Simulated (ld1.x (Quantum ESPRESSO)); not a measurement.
## Ranking TM semilocal potentials for nitrogen

All share these settings but for the change named:

```
Element                 : nitrogen
Generator               : ld1.x (Quantum ESPRESSO) 7.5
Type                    : norm-conserving Troullier–Martins (semilocal form)
Functional              : revPBE
Relativity              : non-relativistic
Frozen core             : [He]
Valence charge          : 5
Reference configuration : 2s2 2p1.5 (charge +1.5)
Partial waves           : 2p (bound): rc 1.00 bohr; 2s (bound): rc 1.10 bohr
Local potential         : the s channel
Core correction         : Bessel-smoothed model core, default radius (core density twice the valence density)
```

Cutoff: the first of the cutoffs (Ry, on a coarse ladder) from which the occupation-weighted sum of valence levels, in a spherical-Bessel basis at the reference potential, stays within 10 and 1 mRy of its value at 400 Ry; the density cutoff is not measured.

The base gives 90 Ry.

Of 10 variants that were run, those that failed, showed a ghost or another fault, or gave nearly equal values are left out.

A variant can come out equal or close to the base.

Question: Rank these variants from softest to hardest (loose cutoff).
A. wave 2p (bound): rc 1.00 bohr becomes 2p (bound): rc 1.14 bohr
B. wave 2p (bound): rc 1.00 bohr becomes 2p (bound): rc 0.76 bohr
C. reference 2s1 2p4

Answer: A (80 Ry), C (100 Ry), B (120 Ry).
